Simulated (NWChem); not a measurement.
CH3O3Re; SMILES [CH3][Re](=[O])(=[O])=[O]

```xyz
8

Re     0.0000     0.0000     0.0752
O      1.1587    -1.1743     0.5629
O      0.4376     1.5906     0.5629
O     -1.5963    -0.4164     0.5629
C      0.0000     0.0000    -2.0062
H      1.0133     0.2644    -2.3713
H     -0.7356     0.7454    -2.3713
H     -0.2777    -1.0097    -2.3713
```
Atoms are numbered in this order, from 1.

Computed with NWChem. Geometry: optimised at PBE-D3(BJ)/def2-SVP. Not confirmed as a minimum by frequencies. def2 effective core potentials on Re; no spin-orbit coupling.

Q: Predict the results for MPW1K/def2-SVP. Quantities: highest occupied level (eV); orbital gap (eV); dipole (D).

A: 
| Property | Value |
|---|---|
| highest occupied level (eV) | -10.96 |
| orbital gap (eV) | 8.29 |
| dipole (D) | 3.57 |
